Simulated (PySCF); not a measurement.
Nb: excitation energy

Nb [Kr] 4d4 5s1 (6D) → Nb [Kr] 4d5 (6S), as a difference of total energies. Computed with PySCF 2.14 in def2-QZVPPD with the def2 core potential (28 electrons), with a scalar-relativistic core potential. Correlated levels: valence: 4s2 4p6 frozen; valence and next inner shell: nothing frozen outside the core potential. The calculations carry no spin-orbit coupling.

```csv
method,excitation energy (eV)
UHF,1.699
LDA,1.238
PBE,1.261
PBE0,1.283
r2SCAN,1.563
MN15,1.367
PBEsol,1.252
B2PLYP,1.364
B3LYP,1.349
MP2 (valence),1.402
SCS-MP2 (valence),1.600
MP2 (valence and next inner shell),1.362
SCS-MP2 (valence and next inner shell),1.544
```

**Question.** How much does correlation contribute at MP2 (valence and next inner shell)?

**Answer.** 1.362 − (1.699) = -0.337 eV, measured against UHF.
